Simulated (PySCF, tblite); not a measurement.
Species: C2H8O2Si3.
Structure used (GFN2-xTB), in Å, numbered top down from 1:
```xyz
15
C2H8O2Si3 angstrom
C      3.6278    0.7387    1.5487
C      2.9758    0.0989    0.7670
Si     1.9680   -0.8932   -0.4315
O      0.4861   -1.1272    0.1710
Si    -1.0015   -0.7840    0.7397
Si    -2.2077    0.0331   -1.0240
O     -3.6391    0.3538   -0.3074
H      4.2004    1.2985    2.2322
H      1.8321   -0.1425   -1.6831
H      2.5311   -2.2341   -0.5777
H     -1.4289   -2.0756    1.2970
H     -0.8012    0.1362    1.8697
H     -1.7190    1.2657   -1.6730
H     -2.4497   -0.8778   -2.1595
H     -4.3785    0.7118   -0.7911
```

Computed, not measured: PBE0/def2-SVPD in PySCF (dipole) on a GFN2-xTB geometry, gas phase.

Take the most abundant isotopes and a rigid rotor. The values belong to one conformer with, in the numbering `[CH:1]#[C:2][SiH2:3][O:4][SiH2:5][SiH2:6][OH:7]`, C2–Si3–O4–Si5 62°, Si3–O4–Si5–Si6 68°, O4–Si5–Si6–O7 -179°, Si5–Si6–O7–H 180°.

Question: Give the principal moments of inertia and the rotational constants in GHz.

Answer: Ia = 144.58, Ib = 899.70, Ic = 926.59 u·Å²; 505379 MHz·u·Å²/I gives 3495, 561.7 and 545.4 MHz, that is A = 3.4955, B = 0.5617, C = 0.5454 GHz.

Question: What kind of rotor is it?

Answer: A near-prolate asymmetric top: κ = (2 × 561.7 − 3495 − 545.4)/(3495 − 545.4) = -0.99.

Question: Is it planar, by Δ = Ic − Ia − Ib?

Answer: Not planar: Δ = Ic − Ia − Ib = -117.69 u·Å². For a rigid frame Δ = −2 Σ m c², so Σ m c² = 58.85 u·Å² lies off the ab plane: 13.63 from hydrogen and 45.21 from heavier atoms. The atom farthest from that plane is 2.27 Å away.

Question: Which types of transition are allowed, and where do some lines up to J = 2 fall?

Answer: The dipole components are |μa| = 0.62 D, |μb| = 0.12 D, |μc| = 1.07 D. The squared components, which scale the intensities, stand as 0.33 : 0.01 : 1.00 (a : b : c). Some lines, for components of 0.1 D or more:

```
type  branch         J(Ka,Kc)    MHz  lower level (cm⁻¹)
   a       R  1(0,1) ← 0(0,0)   1107               0.000
   a       R  2(1,2) ← 1(1,1)   2198               0.135
   a       R  2(0,2) ← 1(0,1)   2214               0.037
   a       R  2(1,1) ← 1(1,0)   2231               0.135
   c       Q  2(1,2) ← 2(0,2)   2918               0.111
   b       Q  2(1,1) ← 2(0,2)   2966               0.111
   b       R  1(1,1) ← 0(0,0)   4041               0.000
   c       R  1(1,0) ← 0(0,0)   4057               0.000
   b       R  2(1,2) ← 1(0,1)   5132               0.037
   c       R  2(1,1) ← 1(0,1)   5181               0.037
   c       Q  2(2,1) ← 2(1,1)   8801               0.210
   b       Q  2(2,0) ← 2(1,1)   8801               0.210
   b       Q  2(2,1) ← 2(1,2)   8850               0.208
   c       R  2(2,1) ← 1(1,1)  11048               0.135
   b       R  2(2,0) ← 1(1,1)  11048               0.135
```

Question: Estimate the classical rotational partition function at 50 K, 200 K and 298.15 K.

Answer: Point group C1, symmetry number σ = 1; q = (√π/σ)·√((kT/h)³/(ABC)), k/h = 20836.6 MHz/K: 57600 at 50 K, 461000 at 200 K, 839000 at 298.15 K.

Its lowest GFN2-xTB frequency is 2i cm⁻¹, too small to tell a flat minimum from a shallow saddle. These are rigid-rotor constants of the computed structure; measured ground-state constants (B0) also hold zero-point vibration.
